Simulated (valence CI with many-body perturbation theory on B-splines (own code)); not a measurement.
## Forbidden lines of Hg XLVIII

Level of theory: valence CI with perturbative core correlation (CI+MBPT): five valence electrons over a frozen Dirac-Fock core [Ar] 3d10, radial functions for each j: 9 s, 9 p, 8 d, 6 f, 3 g, 1 h, with the one-electron correlation potential Σ1 (screened to all orders), the two-electron term Σ2, the three-electron term Σ3, Breit, model QED; selected single and double excitations, second order for the rest (own B-spline code, finite nucleus).

The last digits are not significant, and no measured levels were compared; by estimate large intervals hold to a few tenths of a per cent, small ones and those within an open d or f shell to about a per cent. Among the levels kept, up to 370 cm⁻¹ of a level comes from second order outside the variational space, and about a tenth of that is noise between levels of different J, which matters for small intervals.

Lines 1 to 19 of 19 in falling wavelength, among levels below 494.29 eV, chosen from the decays that carry over 1 % of a level's rate. Wavelengths and rates use the calculated energies. Electric multipoles are in the length gauge, E1 and E2 with the static RPA response of the core. S is in atomic units (e²a₀⁴ for E2 and M2, e²a₀⁶ for E3), for M1 in squared Bohr magnetons. Weak lines are less certain than strong ones. Lines between different terms over intervals too small for the method are left out, as are lines whose strength nearly cancels. The highest levels of a list are the least certain.

Levels are named by their leading jj configuration (3d3/2^4 stands for four electrons in 3d with j = 3/2), which in mixed levels can hold well under half, so a name can repeat and another be missing. Letters in brackets count levels of one name in rising energy.

| λ vac (nm) | Upper | Lower | Type | A (s⁻¹) | S (a.u.) |
| --- | --- | --- | --- | --- | --- |
| 39.73 | (4s^2 4p1/2 4p3/2 4d5/2) J=9/2 | (4s^2 4p1/2 4p3/2 4d3/2) J=7/2 | M1 | 1.81e+05 | 4.21e+00 |
| 9.839 | (4s^2 4p3/2^2 4d5/2) J=9/2 | (4s^2 4p1/2 4p3/2 4d5/2) J=7/2 [b] | M1 | 7.18e+06 | 2.54e+00 |
| 9.520 | (4s^2 4p1/2 4p3/2 4d5/2) J=7/2 [a] | (4s^2 4p1/2^2 4d5/2) J=5/2 | M1 | 1.41e+07 | 3.62e+00 |
| 9.044 | (4s^2 4p1/2 4p3/2 4d5/2) J=9/2 | (4s^2 4p1/2^2 4d5/2) J=5/2 | E2 | 5.36e+05 | 2.90e-02 |
| 8.982 | (4s^2 4p1/2 4p3/2^2) J=3/2 | (4s^2 4p1/2^2 4p3/2) J=3/2 | M1 | 2.56e+07 | 2.75e+00 |
| 8.982 | (4s^2 4p1/2 4p3/2^2) J=3/2 | (4s^2 4p1/2^2 4p3/2) J=3/2 | E2 | 3.25e+05 | 6.79e-03 |
| 8.910 | (4s^2 4p3/2^3) J=3/2 | (4s^2 4p1/2 4p3/2^2) J=1/2 | M1 | 6.43e+06 | 6.74e-01 |
| 8.786 | (4s^2 4p3/2^2 4d5/2) J=9/2 | (4s^2 4p1/2 4p3/2 4d5/2) J=9/2 | M1 | 1.11e+07 | 2.80e+00 |
| 8.786 | (4s^2 4p3/2^2 4d5/2) J=9/2 | (4s^2 4p1/2 4p3/2 4d5/2) J=9/2 | E2 | 6.83e+05 | 3.19e-02 |
| 8.603 | (4s^2 4p1/2 4p3/2^2) J=5/2 | (4s^2 4p1/2^2 4p3/2) J=3/2 | M1 | 4.42e+06 | 6.27e-01 |
| 8.603 | (4s^2 4p1/2 4p3/2^2) J=5/2 | (4s^2 4p1/2^2 4p3/2) J=3/2 | E2 | 1.29e+06 | 3.25e-02 |
| 8.442 | (4s^2 4p3/2^3) J=3/2 | (4s^2 4p1/2 4p3/2^2) J=5/2 | M1 | 7.40e+06 | 6.60e-01 |
| 8.442 | (4s^2 4p3/2^3) J=3/2 | (4s^2 4p1/2 4p3/2^2) J=5/2 | E2 | 2.29e+06 | 3.50e-02 |
| 8.379 | (4s^2 4p3/2^2 4d5/2) J=9/2 | (4s^2 4p1/2 4p3/2 4d5/2) J=7/2 [a] | M1 | 8.96e+06 | 1.95e+00 |
| 8.379 | (4s^2 4p3/2^2 4d5/2) J=9/2 | (4s^2 4p1/2 4p3/2 4d5/2) J=7/2 [a] | E2 | 6.22e+05 | 2.29e-02 |
| 8.166 | (4s^2 4p1/2 4p3/2^2) J=1/2 | (4s^2 4p1/2^2 4p3/2) J=3/2 | M1 | 1.53e+07 | 6.18e-01 |
| 8.166 | (4s^2 4p1/2 4p3/2^2) J=1/2 | (4s^2 4p1/2^2 4p3/2) J=3/2 | E2 | 1.17e+06 | 7.59e-03 |
| 8.107 | (4s^2 4p3/2^3) J=3/2 | (4s^2 4p1/2 4p3/2^2) J=3/2 | M1 | 3.08e+07 | 2.43e+00 |
| 6.018 | (4s^2 4p1/2 4p3/2 4d5/2) J=9/2 | (4s^2 4p1/2 4p3/2^2) J=5/2 | M2 | 1.20e+04 | 8.47e-05 |
